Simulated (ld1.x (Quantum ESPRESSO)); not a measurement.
# As (Z = 33): one change to an ultrasoft potential, before and after

| Property | Result |
| --- | --- |
| Element | As |
| Generator | ld1.x (Quantum ESPRESSO) 7.5 |
| Type | ultrasoft |
| Functional | PBE |
| Relativity | scalar-relativistic |
| Frozen core | [Ar] 3d10 |
| Valence charge | 5 |
| Reference configuration | 4s2 4p3 |
| Partial waves | 4s (bound): rcut 1.25, rcutus 1.70 bohr; 4s channel at 3.4 Ry: rcut 1.25, rcutus 1.70 bohr; 4p (bound): rcut 1.45, rcutus 1.60 bohr; 4p channel at 0.3 Ry: rcut 1.45, rcutus 1.60 bohr |
| Local potential | all-electron potential smoothed inside 1.30 bohr (lloc = -1) |
| Core correction | none |
| Augmentation charge | PSQ, inside the norm-conserving radii |

All-electron outer shells of the reference configuration (PBE, scalar-relativistic, ld1.x):

```tsv
shell	level (eV)	outermost node (bohr)	outermost maximum (bohr)
3p	-133.68	0.22	0.52
3d	-40.65	–	0.47
4s	-14.49	0.73	1.61
4p	-5.19	0.78	2.00
```

Change: functional LDA (PZ).

Cutoffs: the cutoffs (Ry, on a coarse ladder) from which the occupation-weighted sum of valence levels, in a spherical-Bessel basis at the reference potential, stays within 10 and 1 mRy of its value at 400 Ry; they do not see the model core or the augmentation charge, which bear on the density cutoff. Errors are all-electron minus pseudo energies relative to the spin-unpolarised reference configuration.

Task: Predict the effect on cutoff, ghosts and configuration errors.

Result: The potential gets neither clearly harder nor softer (12 Ry and 21 Ry → 12 Ry and 21 Ry); the number of tests with a reliable result goes from 7 to 9; of the 7 tests that both files solve, the error grows in 2 and shrinks in 3 by more than 15 % and 0.3 meV (median size 17.3 → 11.3 meV); neither file shows a bound ghost.

```csv
quantity,base,changed
"cutoff, loose",12 Ry,12 Ry
"cutoff, tight",21 Ry,21 Ry
bound ghosts,none,none
"error for 4s2 4p2, meV [ΔE 9.15 → 9.33 eV]",-9.0,+0.6
"error for 4s2 4p1, meV [ΔE 27.07 → 27.49 eV]",-32,+11
"error for 4s2 4p0, meV [ΔE 54.77 → 55.53 eV]",-71,+60
"error for 4s2 4p3.3, meV [ΔE -1.23 → -1.28 eV]",+0.1,+0.2
"error for 4s1 4p3, meV [ΔE 19.26 → 19.49 eV]",+2.1,+11
"error for 4s1 4p0, meV [ΔE 105.42 → 106.64 eV]",-17,+318
"error for 4s0 4p5, meV [ΔE 19.06 → 19.21 eV]",+64,+55
s: phases at 1.84 bohr within 0.05 rad from the reference energy up to (Ry; the scan ends near 5),to the end of the scan,to the end of the scan
p: phases at 1.84 bohr within 0.05 rad from the reference energy up to (Ry; the scan ends near 5),4.3,4.5
lowest overlap eigenvalue by channel,"s 0.43, p 0.62","s 0.43, p 0.62"
```
